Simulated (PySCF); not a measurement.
# Correlation energy of Au³⁺ (gold, charge +3)

[Xe] 4f14 5d8, high-spin 3F determinant. Calculation: PySCF 2.14, in def2-QZVPPD with the def2 core potential (60 electrons) (7s5p4d4f2g, 88 functions); a scalar-relativistic core potential. Frozen: nothing; 16 electrons correlated.

MP2 pair energies summed by pair of shells (mhartree):

```csv
pair,energy,share (%)
5d-5d,-202.18,43.8
5p-5d,-158.63,34.4
5p-5p,-48.34,10.5
5s-5d,-24.39,5.3
5s-5p,-23.75,5.1
5s-5s,-3.94,0.9
```

Total MP2 correlation energy: -461.23 mhartree.

Same-spin part -140.37 and opposite-spin part -320.86 mhartree; SCS-MP2 scales them by 1/3 and 6/5 to -431.82 mhartree.

The basis has no tight functions for the innermost shells, so their pair energies are far from complete.

This basis was not built for core-valence correlation, so the inner-shell part is incomplete.
